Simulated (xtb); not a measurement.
C5H8Si, SMILES C([C@H]1[C@@H]([SiH3])C1)#C. All values are semi-empirical tight-binding results from xtb (GFN2-xTB unless named), good for trends rather than for accurate numbers. Coordinates come from a GFN2-xTB optimisation. The structure was generated by enumeration; whether it is a known compound was not checked.

Computed properties:
```yaml
orbital_gap: 5.60 eV
dipole_moment: 0.59 D
zero_point_energy: 64.6 kcal/mol
G − E(el) at 298.15 K (modified RRHO): 44.6 kcal/mol
static polarisability (D4 model): 81.0 bohr³
solvation energy, GFN2-xTB/ALPB(water): -0.4 kcal/mol
solvation energy, GFN2-xTB/ALPB(thf): -5.4 kcal/mol
```
